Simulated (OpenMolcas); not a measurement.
Ni4+: effect of the ligand basis

Ni4+ with 6 ligands (fluoride) in octahedral coordination (Oh) at 1.79 Å. A charge of +0.333 e stands 2.8 Å behind each ligand.

```json
{
  "Program": "OpenMolcas",
  "Method": "CASSCF",
  "Spin-orbit coupling": "RASSI with atomic mean-field integrals over the reference wave functions"
}
```

Fixed: metal basis ANO-RCC-VTZP, active space 6 electrons in 5 orbitals (3d), DKH2 Hamiltonian.

States (labels of O, the rotations of Oh). Energies in cm-1 above the lowest state or level, χT in cm3 K/mol; under a threefold ground state the first gap can be a small split of the lowest multiplet, not the spin-orbit step.

| Run | Ligand basis | Ground state | First state of that spin | First gap with spin-orbit (degeneracies) | χT at 300 K | First state of another spin | Cost |
| --- | --- | --- | --- | --- | --- | --- | --- |
| A | ANO-RCC-VDZP | 5T2 | 5E 18676 | 318.1 (3, 2) | 4.094 | 1A1 3697 | roughly 80 core-seconds |
| B | ANO-RCC-VTZP | 5T2 | 5E 18310 | 320.7 (3, 2) | 4.101 | 1A1 4650 | roughly 2.8 core-minutes |

Against A, the first state of the same spin changes by -2.0 % in B.

Costs are those of the RASSCF and RASSI steps.

An orbital triplet at a regular site is open to Jahn-Teller coupling, which can distort the site and quench the lowest spin-orbit gaps and is left out. Without dynamic correlation the repulsion within the d shell is too large (B by tens of per cent), so at a given field states of lower spin stand too high. This shell can be high or low spin here, a state of another spin lies low, and with metal d orbitals alone active their balance is uncertain, so the ground spin may be wrong. Ligand-to-metal charge-transfer states are missing. With no ligand orbital active B as a rule stays too high, so bands that hang on it stand too high and its fall with covalency is understated. With metal d orbitals alone and no dynamic correlation the field as a rule comes out too small, by tens of per cent, by up to half for chloride and softer ligands, and with too little covalency χT stands high. The least metal-like active orbital is 70 % on the metal (Löwdin) and no ligand orbital is active, so the numbers are rough (holds for A). The least metal-like active orbital is 71 % on the metal (Löwdin) and no ligand orbital is active, so the numbers are rough (holds for B). No measured value stands beside these numbers; the geometry is a model, was not optimised and need not be the one that this ion takes.
